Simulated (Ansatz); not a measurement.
F3H2O2Ta (`[OH][Ta]([OH])([F])([F])[F]`), relaxed with RKS PBE0-D4/def2-TZVP in Ansatz 0.2.0 from a PBE-D4/def2-SVP geometry. The force threshold is 0.005 eV/Å; the program also tests the step.

The species carries charge 0 and has multiplicity 1. Ta: def2 effective core potential.

Start:

```xyz
8

O    -0.446   -0.884   -1.414
Ta   -0.423    0.110    0.203
O     1.472    0.244    0.334
F    -2.321    0.143    0.334
F    -0.523    1.993    0.026
F    -0.446   -0.908    1.800
H     0.329   -1.177   -1.926
H     2.359    0.479    0.643
```

(1) How much energy does the relaxation release, and in how many steps? (Estimate.)

(2) Which bonds change most? (Estimate.)

(3) Give the relaxed structure. (Estimate.)

## Answers

(1) The calculation gave: 4.90 kJ/mol, in 7 steps.

(2) Computed: Ta2–F5 from 1.894 to 1.872 Å; Ta2–F6 from 1.894 to 1.871 Å; Ta2–O3 from 1.905 to 1.883 Å; Ta2–F4 from 1.903 to 1.884 Å.

(3) Ansatz gave: 
```xyz
8

O    -0.434   -0.867   -1.390
Ta   -0.424    0.118    0.214
O     1.453    0.233    0.313
F    -2.306    0.110    0.286
F    -0.534    1.980    0.062
F    -0.453   -0.865    1.806
H     0.351   -1.140   -1.870
H     2.346    0.432    0.581
```
